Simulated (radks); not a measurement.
The numbers below are computed, except where a source is named.
Species: Sr+. Configuration: [Kr] 5s1. Code: a radial shooting solver on a logarithmic mesh with Libxc functionals. Model: scalar-relativistic Kohn-Sham, PBEsol, spin-polarised, spherical densities, finite nucleus; open shells are filled with parallel spins first (spin-orbit coupling, left out, can overturn this in heavy ions); Fermi nuclear charge, rms radius 4.224 fm.

Unscreened Slater integrals over Kohn-Sham orbitals (cm^-1). They are taken over the spin-up orbitals.

F0(5s,5s): 51261
F0(5s,4p): 64016
G1(5s,4p): 4996.5
F0(5s,4s): 64953
G0(5s,4s): 2957.2
F0(5s,3d): 68933
G2(5s,3d): 1512.6
F0(4p,4p): 126550
F2(4p,4p): 66240
F0(4p,4s): 135040
G1(4p,4s): 90463
F0(4p,3d): 164990
F2(4p,3d): 35493
G1(4p,3d): 11514
G3(4p,3d): 10872
F0(4s,4s): 145690
F0(4s,3d): 186050
G2(4s,3d): 15372
F0(3d,3d): 402530
F2(3d,3d): 195370
F4(3d,3d): 123480
